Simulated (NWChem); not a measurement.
Species: Si2NH6OF; SMILES N[SiH2][Si@@H](O)F

```xyz
11

N     -0.5369     2.4622     0.1408
Si     0.6718     1.2642    -0.2141
Si    -0.0315    -0.9143     0.3072
O     -1.4859    -1.0985    -0.4746
F      1.0264    -2.0330    -0.2387
H     -0.6101     2.8086     1.0910
H     -1.4600     2.3525    -0.2664
H      1.0144     1.2956    -1.6696
H      1.8866     1.6026     0.5890
H     -0.1913    -1.2194     1.7649
H     -1.9930    -1.8954    -0.2905
```
Atoms are numbered in this order, from 1.

Program: NWChem. Pople sets run with spherical d functions. Coordinates come from a PBE0/def2-SVP optimisation. Absolute isotropic GIAO shieldings of the H sites, static isolated molecule.

```csv
row,"σ, Hartree-Fock/6-31G* (ppm)","σ, PBE/pcSseg-1 (ppm)"
H10,27.30,25.54
H8,27.67,26.18
H9,27.88,26.41
H11,30.18,withheld
H6,33.04,31.79
H7,33.07,31.91
```

Problem. Fit a straight line of the last column on the one before it, predict the withheld value, and compare with the run.

Solution. 
1. Means of the 5 shown rows: x = 29.792, y = 28.366. Slope Σ(x − x̄)(y − ȳ)/Σ(x − x̄)² = 38.16/35.66 = 1.070; intercept -3.511.
2. The shown rows scatter about the line by 0.095 (root mean square); the largest residual is -0.16, at H10.
3. At x = 30.18 (H11; inside the shown range) the line gives 28.78.
4. The run gives 28.86, +0.08 from the line, 0.8 times the scatter.
